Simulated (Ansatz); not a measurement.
`FC[SiH](F)CCl` → `FCCCl` + `F[SiH]`  (silylene formation by 1,1-elimination)

Isolated molecules relaxed with PBE0-D4/def2-TZVP in Ansatz; ΔE leaves out vibrations. CCSD(T)/CBS is the MP2 limit (def2-TZVPP, def2-QZVPP) plus CCSD(T) − MP2 in def2-TZVPP, frozen cores. This one scheme is used for every species. Functionals use def2-TZVPP. Each species was taken in one conformer, which may not be the lowest.

```tsv
level	ΔE (kJ/mol)	difference from CCSD(T)/CBS
PBE-D4	210.3	0.9
r2SCAN-D4	230.4	21.0
PBE0-D4	220.3	10.9
ωB97X-V	218.1	8.7
ωB97M-V	205.9	-3.5
B2PLYP	201.0	-8.4
PBE	200.1	-9.3
r2SCAN	227.6	18.2
PBE0	211.3	1.9
HF/def2-TZVPP	188.0	-21.4
CCSD/def2-TZVPP	199.1	-10.3
CCSD(T)/def2-TZVPP	202.4	-7.0
SCS-MP2/def2-QZVPP	210.9	1.5
HF/CBS(def2)	187.5	-21.9
MP2/CBS(def2)	226.3	16.9
CCSD/CBS(def2)	206.1	-3.3
CCSD(T)/CBS	209.4	0
```

Largest T1 diagnostic among the species: 0.015.

The D4 term adds +16.4 kJ/mol with B3LYP and +9.0 kJ/mol with PBE0; it sums over pairs of atoms, weighted by their polarisabilities, and B3LYP, whose exchange is more repulsive, gets the larger term. From PBE to PBE0 (25 % exact exchange), in def2-TZVPP and without D4, ΔE moves by +11.2 kJ/mol.

B3LYP here is the variant with VWN-RPA as its local correlation; programs differ in this.
